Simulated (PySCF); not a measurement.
# Static response to an electric field

Species: C₇H₆F₄.
SMILES with atom numbers: `[F:1][C@@H:2]1[CH:3]=[C:4]([C:5]([F:6])([F:7])[F:8])[C@@H:9]2[CH2:10][C@H:11]12` (hydrogens: H12 on C2; H13 on C3; H14 on C9; H15, H16 on C10; H17 on C11)

Geometry (PBE0-D3(BJ)/def2-SVP, Å), atoms numbered from 1 in this order:
```xyz
17
C7H6F4 angstrom
F     -1.588    2.150   -0.608
C     -0.815    1.528    0.351
C      0.557    1.213   -0.193
C      0.842   -0.084   -0.052
C      2.098   -0.759   -0.496
F      1.844   -1.663   -1.448
F      2.990    0.104   -0.980
F      2.674   -1.411    0.521
C     -0.294   -0.851    0.534
C     -1.534   -0.850   -0.317
C     -1.372    0.177    0.762
H     -0.759    2.219    1.211
H      1.190    1.961   -0.672
H     -0.103   -1.665    1.237
H     -2.270   -1.638   -0.141
H     -1.437   -0.531   -1.359
H     -2.020    0.124    1.638
```

Level: wB97X-D/def2-SVPD (PySCF), static field, nuclei fixed, core orbitals frozen in the response. The polarisability tensor in these axes (au):

```
x   81.50 -3.27 -2.78
y   -3.27 84.91  0.27
z   -2.78  0.27 66.10
```

Q: Give the principal values, the mean and the anisotropy Δα = √{½[(α1 − α2)² + (α2 − α3)² + (α1 − α3)²]}.

A: Principal values 65.61, 79.87 and 87.03 au; mean 77.50 au = 11.48 Å³ = 12.78 × 10⁻⁴⁰ C²·m²/J; Δα = 18.89 au (24 % of the mean).

Q: What is the dipole moment, and where does it point?

A: (-1.32, -0.08, 1.81) D, 2.24 D in size, pointing from the negative to the positive side. Measured along this direction, the outermost atoms are F7 at the negative end and H17 at the positive end.

Q: What depolarisation ratio follows for Rayleigh scattering of linearly polarised light, taking the static tensor?

A: ρ = 3Δα²/(45ᾱ² + 4Δα²) = 1070.4/(270286 + 1427.1) = 0.00394.

Q: Along which axes do the principal values lie, and how far do the nuclei extend along each?

A: Largest value along (-0.54, 0.84, 0.08), where the nuclei span 5.19 Å; middle along (0.82, 0.54, -0.16), 5.42 Å; least along (0.18, 0.02, 0.98), 2.86 Å. The strongest response doesn't lie along the longest of the three spans.

Q: What molar refraction does this α imply?

A: Lorentz–Lorenz: R = (4π/3)N_A α = 2.5225 cm³/(mol·Å³) × 11.48 Å³ = 29.0 cm³/mol, in the limit of long wavelengths.

Geometry: PBE0-D3(BJ)/def2-SVP; no solvent, vibrations or thermal averaging.
